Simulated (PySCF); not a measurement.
Cd(SH)2 (CdH₂S₂), SMILES [SH][Cd][SH].

The structure is a stationary point at PBE0-D3(BJ)/def2-TZVP. A frequency run showed that this geometry is not a minimum. The def2 effective core potentials stand for the cores of Cd; spin–orbit coupling is left out. Other conformers were not sampled.

Calculation: TDA-ωB97X/def2-SVPD in PySCF 2.14.0.

Vertical excitations. Isolated molecule, no solvent. State labels are in the subgroup C2v.

Computed lowest excited states:
```json
[
 {"state": "S1", "symmetry": "A2", "energy (eV)": "4.81", "λ (nm)": "258", "f": "0.000", "main pairs": "HOMO→LUMO 94 %"},
 {"state": "S2", "symmetry": "B1", "energy (eV)": "5.33", "λ (nm)": "233", "f": "0.070", "main pairs": "HOMO−1→LUMO 93 %"},
 {"state": "S3", "symmetry": "A2", "energy (eV)": "5.53", "λ (nm)": "224", "f": "0.000", "main pairs": "HOMO→LUMO+1 94 %"},
 {"state": "S4", "symmetry": "B1", "energy (eV)": "5.98", "λ (nm)": "207", "f": "0.008", "main pairs": "HOMO−1→LUMO+1 88 %"},
 {"state": "S5", "symmetry": "B2", "energy (eV)": "6.06", "λ (nm)": "204", "f": "0.056", "main pairs": "HOMO→LUMO+2 57 %, HOMO−2→LUMO 39 %"},
 {"state": "S6", "symmetry": "A2", "energy (eV)": "6.55", "λ (nm)": "189", "f": "0.000", "main pairs": "HOMO→LUMO+4 53 %, HOMO−1→LUMO+3 26 %"},
 {"state": "S7", "symmetry": "B1", "energy (eV)": "6.60", "λ (nm)": "188", "f": "0.021", "main pairs": "HOMO→LUMO+3 37 %, HOMO−1→LUMO+4 37 %, HOMO→LUMO+6 10 %, HOMO−1→LUMO+1 8 %"},
 {"state": "S8", "symmetry": "B2", "energy (eV)": "6.61", "λ (nm)": "188", "f": "0.002", "main pairs": "HOMO−2→LUMO+1 95 %"},
 {"state": "S9", "symmetry": "A1", "energy (eV)": "6.77", "λ (nm)": "183", "f": "0.004", "main pairs": "HOMO−1→LUMO+2 73 %, HOMO−3→LUMO 22 %"},
 {"state": "S10", "symmetry": "B2", "energy (eV)": "7.21", "λ (nm)": "172", "f": "1.201", "main pairs": "HOMO−2→LUMO 46 %, HOMO→LUMO+2 31 %"},
 {"state": "T1", "symmetry": "A2", "energy (eV)": "4.50", "λ (nm)": "276", "f": "0", "main pairs": "HOMO→LUMO 91 %"},
 {"state": "T2", "symmetry": "B1", "energy (eV)": "4.98", "λ (nm)": "249", "f": "0", "main pairs": "HOMO−1→LUMO 89 %"},
 {"state": "T3", "symmetry": "B2", "energy (eV)": "5.34", "λ (nm)": "232", "f": "0", "main pairs": "HOMO−2→LUMO 91 %"},
 {"state": "T4", "symmetry": "A2", "energy (eV)": "5.42", "λ (nm)": "229", "f": "0", "main pairs": "HOMO→LUMO+1 84 %"}
]
```
Triplets are in the Tamm–Dancoff approximation.
